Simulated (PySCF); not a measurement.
Excitation energy of Ge by level of theory

Ge [Ar] 3d10 4s2 4p2 (3P) → Ge [Ar] 3d10 4s1 4p2 4d1 (high-spin determinant), as a difference of total energies. Calculation: PySCF 2.14, in dyall-av2z (16s12p8d, 92 functions); the non-relativistic Hamiltonian (point nucleus). Correlated levels: valence: [Ar] 3d10 frozen; virtual orbitals above 40 to 60 times the deepest correlated orbital energy dropped. The calculations carry no spin-orbit coupling.

```csv
method,excitation energy (eV)
UHF,11.405
LDA,13.203
PBE,12.880
PBE0,12.722
r2SCAN,12.692
BP86,12.934
B2PLYP,12.983
PBEsol,12.815
LC-wPBE,13.001
MP2 (valence),12.279
SCS-MP2 (valence),12.548
```

How much does correlation contribute at MP2 (valence)?

12.279 − (11.405) = 0.874 eV, measured against UHF.

A first-order spin-orbit estimate (lowest level to lowest level, LS coupling) adds 0.009 eV.

The upper state lies above the first ionisation limit, but in LS coupling its spin forbids autoionisation to the ground ion.

The promoted electron is Rydberg-like, and one or two diffuse shells describe it only roughly, which tends to raise the upper state.

In the upper state the promoted electron has a positive orbital energy at LDA, PBE, PBE0, r2SCAN, BP86, B2PLYP, PBEsol, so the basis confines it.

The determinant of the upper state mixes LS terms, which raises its energy above the lowest term, most at the Hartree-Fock and MP2 levels.
